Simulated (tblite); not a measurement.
C6H6, charge +1, doublet, at a GFN2-xTB geometry (a state made from the parent by changing its charge; the spin is typed, not shown lowest); GFN1-xTB (tblite).

Here is a job for tblite.
```
$ tblite run mol.xyz --method gfn1 --charge 1 --spin 1 --grad --json tblite.json --no-restart

# file mol.xyz
12

C     -0.01688515     1.36947427     0.00961642
C      1.19379954     0.67131572     0.00390052
C      1.23406477    -0.71230281     0.09409357
C      0.01688515    -1.36947427    -0.00961642
C     -1.19379954    -0.67131572    -0.00390052
C     -1.23406477     0.71230281    -0.09409357
H     -0.01954353     2.44190082     0.18080582
H      2.12430322     1.20778904    -0.15663252
H      2.16826329    -1.25109082     0.10012212
H      0.01954353    -2.44190082    -0.18080582
H     -2.12430322    -1.20778904     0.15663252
H     -2.16826329     1.25109082    -0.10012212
```

Write the output that tblite gives for this input, abridged.


```
xTB calculator
 | screened Coulomb repulsion
 | Coulomb electrostatics
 |  * isotropic Klopman-Ohno-Mataga-Nishimoto electrostatics
 |  * onsite third-order electrostatics
 | DFT-D3(BJ) dispersion correction

halogen bonding energy    0.0000000000000E+00 Eh
repulsion energy          2.9511221195086E-01 Eh
dispersion energy        -4.6573563118352E-03 Eh
number of electrons       2.9000000000000E+01 e
integral cutoff           1.9731147476801E+01 bohr

------------------------------------------------------------
  cycle        total energy    energy error   density error
------------------------------------------------------------
      1     -15.34163391995  -1.5632089E+01   6.2789824E-01
      2     -15.34342373190  -1.7898120E-03   3.7565458E-01
      3     -15.34329780414   1.2592777E-04   1.2734899E-02
      4     -15.34349246207  -1.9465794E-04   1.0989853E-03
      5     -15.34349388156  -1.4194868E-06   1.7843460E-04
      6     -15.34349390085  -1.9286112E-08   4.6510571E-05
      7     -15.34349390226  -1.4186465E-09   1.8561963E-06
------------------------------------------------------------

electronic energy        -1.5633948757904E+01 Eh
total energy             -1.5343493902265E+01 Eh

Post processing:
 | Mayer-Wiberg bond orders

[Info] Tight-binding results written to 'tblite.txt'
[Info] JSON dump of results written to 'tblite.json'
```
